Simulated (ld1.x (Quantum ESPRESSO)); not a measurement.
## Reading a pseudo-wave (boron)

Columns: radius, all-electron u(r) and pseudo u(r) of the 2p shell (level -3.61 eV) of boron in the configuration [He] 2s2 2p1; PBE, scalar-relativistic, PAW scheme, ld1.x (Quantum ESPRESSO) 7.5.

```csv
r (bohr),all-electron,pseudo
0.148,0.0533,0.0090
0.295,0.1552,0.0350
0.443,0.2636,0.0767
0.590,0.3604,0.1306
0.738,0.4415,0.1939
0.885,0.5061,0.2615
1.033,0.5564,0.3301
1.180,0.5918,0.3949
1.328,0.6142,0.4529
1.475,0.6252,0.5009
1.623,0.6269,0.5374
1.770,0.6211,0.5614
1.918,0.6093,0.5732
2.065,0.5932,0.5738
2.213,0.5737,0.5650
2.360,0.5520,0.5491
2.508,0.5286,0.5281
2.655,0.5044,0.5046
2.802,0.4799,0.4800
2.950,0.4552,0.4552
3.098,0.4309,0.4309
3.245,0.4072,0.4072
3.393,0.3841,0.3841
3.540,0.3619,0.3619
3.688,0.3405,0.3405
3.835,0.3202,0.3202
```

**Question.** How many radial nodes do the two functions have?

**Answer.** The all-electron 2p function has n − l − 1 = 0; the pseudo-wave has 0.

**Question.** At about which radius was the pseudo-wave matched?

**Answer.** 2.95 bohr. The columns agree to 0.0005 from 2.51 bohr on; several derivatives are matched, so the curves merge somewhat inside the radius.

**Question.** Is the pseudo-wave norm-conserving?

**Answer.** No, it belongs to a PAW set: the norm inside the radius is not constrained, and the difference is carried by the augmentation charge.
